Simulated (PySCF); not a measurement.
A species of formula C8H10S has this rotational fingerprint, computed with PBE0-D3(BJ)/def2-SVP geometry optimisation, gas phase in PySCF 2.14.0:

```
Rotational constants : A = 1990, B = 1174, C = 899.0 MHz
Dipole components    : |μa| = 0.48 D, |μb| = 0.63 D, |μc| = 1.43 D
Inertial defect      : -122.15 u·Å²
κ                    : -0.50
```

**Question.** Which structure is it? (One computed conformer of each.)
A. `[CH3:1][c:2]1[cH:3][cH:4][c:5]([CH3:6])[c:7]([SH:8])[cH:9]1` with C5–C7–S8–H -41° (2,5-dimethylthiophenol)
B. `[CH:1]#[C:2][C@@:3]1([CH:4]2[CH2:5][CH2:6][CH2:7]2)[CH2:8][S:9]1` with C2–C3–C4–C5 -71°, C3–C4–C5–C6 -143°, C4–C5–C6–C7 18°, C5–C6–C7–C4 -18°, C2–C3–C8–S9 106°
C. `[CH3:1][CH2:2][S:3][c:4]1[cH:5][cH:6][cH:7][cH:8][cH:9]1` with C1–C2–S3–C4 -178°, C2–S3–C4–C5 177° (ethyl phenyl sulfide)

**Answer.** B. It is C#C[C@@]1(C2CCC2)CS1, an asymmetric top, point group C1. The candidates at the same level (rigid rotor, commonest isotopes):

```json
{"SMILES": "Cc1ccc(C)c(S)c1", "A (MHz)": "2210", "B (MHz)": "1073", "C (MHz)": "730.3", "μa (D)": "0.42", "μb (D)": "1.02", "μc (D)": "0.49", "Δ (u·Å²)": "-7.77", "point group": "–", "rotor": "asymmetric top"}
{"SMILES": "CCSc1ccccc1", "A (MHz)": "4001", "B (MHz)": "754.4", "C (MHz)": "640.0", "μa (D)": "0.55", "μb (D)": "1.32", "μc (D)": "0.05", "Δ (u·Å²)": "-6.60", "point group": "near Cs", "rotor": "near-prolate asymmetric top"}
{"SMILES": "C#C[C@@]1(C2CCC2)CS1", "A (MHz)": "1990", "B (MHz)": "1174", "C (MHz)": "899.0", "μa (D)": "0.48", "μb (D)": "0.63", "μc (D)": "1.43", "Δ (u·Å²)": "-122.15", "point group": "C1", "rotor": "asymmetric top"}
```

`CCSc1ccccc1` has A 101 % too high; `Cc1ccc(C)c(S)c1` has C 19 % too low. No structure here is proved a minimum.
